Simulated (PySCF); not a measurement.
## Electron correlation in C (carbon, neutral)

[He] 2s2 2p2, high-spin 3P determinant. All numbers are calculated (PySCF 2.14, scalar relativity by spin-free X2C-1e, in dyall-acv3z (15s9p4d2f, 76 functions)). Frozen: 1s2; 4 electrons correlated; the 19 highest virtual orbitals of each spin left out.

| level | correlation energy (mhartree) |
| --- | --- |
| CCSD | -89.43 |
| (T) | -2.24 |
| CCSD(T) | -91.67 |

Diagnostics: T1 = 0.0099, D1 = 0.0187, largest double amplitude 0.065.

Cost of the coupled-cluster step: roughly 8 core-seconds, for 4 correlated electrons.

Iterations:

```
CC2 = 0
CCSD nocc = (np.int64(3), np.int64(1)), nmo = (56, 56)
frozen orbitals [[0, 57, 58, 59, 60, 61, 62, 63, 64, 65, 66, 67, 68, 69, 70, 71, 72, 73, 74, 75], [0, 57, 58, 59, 60, 61, 62, 63, 64, 65, 66, 67, 68, 69, 70, 71, 72, 73, 74, 75]]
max_cycle = 100
direct = 0
conv_tol = 1e-08
conv_tol_normt = 1e-06
diis_space = 8
diis_start_cycle = 0
Init t2, MP2 energy = -0.0696632335632061
Init E_corr(UCCSD) = -0.0696632335666922
cycle = 1  E_corr(UCCSD) = -0.0826341921486474  dE = -0.0129709586  norm(t1,t2) = 0.0459399
cycle = 2  E_corr(UCCSD) = -0.0864706390666352  dE = -0.00383644692  norm(t1,t2) = 0.0206829
cycle = 3  E_corr(UCCSD) = -0.0894759667498753  dE = -0.00300532768  norm(t1,t2) = 0.0107559
cycle = 4  E_corr(UCCSD) = -0.0894153795760025  dE = 6.05871739e-05  norm(t1,t2) = 0.00157289
cycle = 5  E_corr(UCCSD) = -0.0894357635324891  dE = -2.03839565e-05  norm(t1,t2) = 0.000293032
cycle = 6  E_corr(UCCSD) = -0.0894294320913193  dE = 6.33144117e-06  norm(t1,t2) = 6.66942e-05
cycle = 7  E_corr(UCCSD) = -0.0894316493149039  dE = -2.21722358e-06  norm(t1,t2) = 1.84232e-05
cycle = 8  E_corr(UCCSD) = -0.0894318025686645  dE = -1.53253761e-07  norm(t1,t2) = 5.54376e-06
cycle = 9  E_corr(UCCSD) = -0.0894315952322282  dE = 2.07336436e-07  norm(t1,t2) = 1.79347e-06
cycle = 10  E_corr(UCCSD) = -0.0894316654946778  dE = -7.02624496e-08  norm(t1,t2) = 5.61561e-07
cycle = 11  E_corr(UCCSD) = -0.0894316641881875  dE = 1.30649033e-09  norm(t1,t2) = 1.3257e-07
UCCSD converged
E(UCCSD) = -37.79807120466411  E_corr = -0.08943166418818747
UCCSD(T) correction = -0.00223837403495483
```
